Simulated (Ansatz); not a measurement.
`B[SiH]1CO1`, charge 0, multiplicity 1.

(1) Give a relaxed structure at PBE0-D4/def2-TZVP (the Gaussian-basis code of Ansatz). (An estimate is asked.)

## Answers

(1) Ansatz gave: 
Z-matrix (Å, degrees):
```
Si
C 1 1.837
O 1 1.685 2 47.9
B 1 1.974 2 116.7 3 -106.0
H 1 1.482 2 117.2 3 97.8
H 2 1.088 1 122.1 3 101.6
H 2 1.089 1 119.1 3 -103.0
H 4 1.194 1 119.5 2 46.5
H 4 1.195 1 121.5 2 -128.8
```
This is one stationary point; other conformers may exist.
